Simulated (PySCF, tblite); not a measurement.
Isomers of C6H14N2. Method: GFN2-xTB as coded in tblite; computed harmonic values from a numerical Hessian at the method's own geometry, unscaled. Against measured fundamentals such values can be off by several per cent, at times by over 20. One conformer each.

Electronic energies: PBE0/pcSseg-1 single points on the GFN2-xTB geometries (PySCF, gas phase).

```tsv
SMILES	electronic energy, lowest = 0 (kJ/mol)
C=CCNNCCC	93.5
CNN1CCCCC1	0.0
CCN(C)NC1CC1	118.9
C=CN(N)C(C)(C)C	52.0
C=CN(CCC)NC	77.3
C=CCN(C)N(C)C	133.0
```

How do GFN2-xTB zero-point energies change the relative energies?

| SMILES | ZPE (kJ/mol) | of it from modes above 1550 cm⁻¹ | electronic (kJ/mol) | with ZPE, lowest = 0 (kJ/mol) | lowest mode (cm⁻¹) | rings |
| --- | --- | --- | --- | --- | --- | --- |
| CNN1CCCCC1 | 521.7 | 248.3 | 0.0 | 0.0 | 87 | 1 |
| C=CN(N)C(C)(C)C | 510.1 | 278.8 | 52.0 | 40.4 | 42 | 0 |
| C=CN(CCC)NC | 511.0 | 264.7 | 77.3 | 66.6 | 57 | 0 |
| C=CCNNCCC | 511.3 | 263.9 | 93.5 | 83.2 | 37 | 0 |
| CCN(C)NC1CC1 | 512.9 | 253.8 | 118.9 | 110.1 | 51 | 1 |
| C=CCN(C)N(C)C | 505.8 | 260.0 | 133.0 | 117.2 | 67 | 0 |

The zero-point energies span 15.9 kJ/mol, from `C=CCN(C)N(C)C` to `CNN1CCCCC1`. The order is unchanged.

And how do the electronic energies of GFN2-xTB itself compare?

`CNN1CCCCC1` 0.0; `C=CN(N)C(C)(C)C` 100.2; `C=CN(CCC)NC` 100.3; `C=CCNNCCC` 155.4; `CCN(C)NC1CC1` 106.4; `C=CCN(C)N(C)C` 123.6 kJ/mol, lowest = 0. Against the energies above, taken from the same isomer `CNN1CCCCC1`, the largest difference is 61.9 kJ/mol.

What do entropy and thermal enthalpy add at 298.15 K and 1 bar (rigid rotor, harmonic oscillator, one conformer each)?

| SMILES | point group | symmetry number | S (J/(mol K)) | H − H(0) (kJ/mol) | ZPE + H − H(0) − TS (kJ/mol) |
| --- | --- | --- | --- | --- | --- |
| CNN1CCCCC1 | C1 | 1 | 370.3 | 24.51 | 435.8 |
| C=CN(N)C(C)(C)C | C1 | 1 | 406.4 | 29.92 | 418.8 |
| C=CN(CCC)NC | C1 | 1 | 417.5 | 30.02 | 416.5 |
| C=CCNNCCC | C1 | 1 | 425.7 | 29.78 | 414.1 |
| CCN(C)NC1CC1 | C1 | 1 | 403.4 | 28.09 | 420.7 |
| C=CCN(C)N(C)C | C1 | 1 | 411.8 | 29.96 | 413.0 |
